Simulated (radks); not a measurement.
Values are calculated unless marked as measured or tabulated.
The lutetium ion Lu3+, configuration [Xe] 4f12 6p2 (not the ground configuration). Code: a radial shooting solver on a logarithmic mesh with Libxc functionals. Model: Dirac Kohn-Sham, BP86, spin-unpolarised, spherical densities, finite nucleus; open shells fill j = l - 1/2 first; Fermi nuclear charge, rms radius 5.37 fm.

Spin-orbit splittings of the eigenvalues, e(l+1/2) - e(l-1/2), with zeta = 2 splitting/(2l+1) and mean radii in bohr:

shell  occ.  splitting (eV)  zeta (eV)  <r> j=l-1/2  <r> j=l+1/2
2p        6            1118      745.2      0.06740      0.07502
3p        6           238.3      158.9       0.2020       0.2162
3d       10           52.01      20.80       0.1899       0.1943
4p        6           54.66      36.44       0.4835       0.5156
4d       10           10.05      4.022       0.5369       0.5480
4f       12           1.690     0.4829       0.6533       0.6626
5p        6           8.270      5.513        1.230        1.318
6p        2           1.422     0.9480        2.990        3.144
